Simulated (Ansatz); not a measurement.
Ideal-gas functions of Br₂Zn, SMILES `[Br][Zn][Br]` at 298.15 K and 1 bar, from an Ansatz frequency run at PBE0-D4/def2-TZVP.

Molar mass 225.2 g/mol, point group D∞h (symmetry number 2), electronic degeneracy 1, moments of inertia 790.973 u Å². Harmonic wavenumbers (cm⁻¹, unscaled): 80, 80, 218, 402.

Use S(trans) = R[1.5 ln M + 2.5 ln T − 1.1517]; rotational temperatures θ = 24.2544 K / I; S(rot) = R[ln(T/σθ) + 1]; for each mode x = 1.438777 ν̃/T, S = R[x/(eˣ − 1) − ln(1 − e⁻ˣ)] and H = RT x/(eˣ − 1); 1 cm⁻¹ = 0.0119627 kJ/mol; R = 8.31446 J/(mol·K).

Task: By hand: the entropy, in J/(mol·K).

Result: Translation 176.4. Rotation: θ = 0.0307 K, giving 78.9. Vibration, mode by mode: 16.28, 16.28, 8.27, 4.00, in all 44.8. Electronic 0.0. Sum 300.1 J/(mol·K).

Task: By hand: H − E and G − E in kJ/mol, counted from the electronic energy.

Result: Zero-point energy ½ × 780 × 0.0119627 = 4.7; thermal vibration 6.3; translation, rotation and pV give 3.5 RT = 8.7. H − E = 19.7 kJ/mol, and G − E = 19.7 − 298.15 × 300.1/1000 = -69.8 kJ/mol.

Vibration gives 15 % of the entropy, 32.6 J/(mol·K) of it from the modes under 150 cm⁻¹: soft modes count most, and the harmonic formula is weakest for them.
